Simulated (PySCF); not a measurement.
A structure optimised at r2SCAN-D4/def2-SVP, used in a PySCF frequency run:

```
B
F 1 1.3299
O 1 1.3493 2 116.58
H 3 0.9641 1 113.86 2 179.12
As 1 2.0566 2 117.70 3 -175.50
H 5 1.5195 1 92.83 2 -53.77
H 5 1.5241 6 93.24 1 94.60
```
Charge 0, spin multiplicity 1.

**Question.** Write its SMILES and formula.

**Answer.** OB(F)[AsH2], AsBFH3O

**Question.** What are its rotational constants (standard atomic weights)?

**Answer.** 9.3998, 2.5139, 2.0172 GHz
